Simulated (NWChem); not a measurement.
CH8OSi2; SMILES C[SiH2]O[SiH3]

```xyz
12

Si    -0.1434    -2.0916    -0.0932
O     -0.3542    -0.4513    -0.0565
Si     0.3523     1.0534    -0.1014
C     -0.9790     2.3521     0.0309
H      0.5038    -2.5105    -1.3742
H      0.7166    -2.5372     1.0458
H     -1.4795    -2.7431     0.0171
H      1.3221     1.1761     1.0322
H      1.1092     1.2040    -1.3840
H     -0.5361     3.3604     0.0035
H     -1.6932     2.2676    -0.8024
H     -1.5366     2.2471     0.9741
```
Atoms are numbered in this order, from 1.

The geometry was optimised at PBE0/def2-SVP.

Give the principal values of the shielding tensors (ppm) of Si1, O2, Si3, C4 from B3LYP/6-31G* (spherical d), GIAO (NWChem), with their diamagnetic and paramagnetic parts as GIAO splits them.


| atom | σ11 | σ22 | σ33 | isotropic | diamagnetic | paramagnetic |
|---|---|---|---|---|---|---|
| Si1 | 396.5 | 402.0 | 502.2 | 433.6 | 880.7 | -447.1 |
| O2 | 259.7 | 338.7 | 345.9 | 314.8 | 393.6 | -78.8 |
| Si3 | 368.0 | 419.9 | 467.4 | 418.4 | 881.4 | -463.0 |
| C4 | 177.6 | 192.8 | 198.5 | 189.6 | 251.2 | -61.6 |
